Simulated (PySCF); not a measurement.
Excitation energy of P by level of theory

P [Ne] 3s2 3p3 (4S) → P [Ne] 3s1 3p3 3d1 (6D), as a difference of total energies. All numbers are calculated (PySCF 2.14, scalar relativity by spin-free X2C-1e, in aug-cc-pCVTZ-DK (8s7p5d3f, 75 functions)). Correlated levels: valence: [Ne] frozen; valence and next inner shell: 1s2 frozen; nothing frozen. The calculations carry no spin-orbit coupling.

```tsv
method	excitation energy (eV)
UHF	12.468
LDA	14.404
PBE	14.230
PBE0	14.152
r2SCAN	13.736
revPBE	14.116
wB97X-V	14.521
wB97X	14.485
LC-wPBE	14.276
MP2 (valence)	13.977
SCS-MP2 (valence)	14.428
MP2 (valence and next inner shell)	14.178
SCS-MP2 (valence and next inner shell)	14.577
MP2 (all electrons)	14.173
SCS-MP2 (all electrons)	14.574
```

Question: How much does correlation contribute at MP2 (all electrons)?

Answer: 14.173 − (12.468) = 1.705 eV, measured against UHF.

The upper state lies above the first ionisation limit, but in LS coupling its spin forbids autoionisation to the ground ion.

The promoted electron is Rydberg-like, and one or two diffuse shells describe it only roughly, which tends to raise the upper state.

In the upper state the promoted electron has a positive orbital energy at LDA, PBE, r2SCAN, revPBE, so the basis confines it.
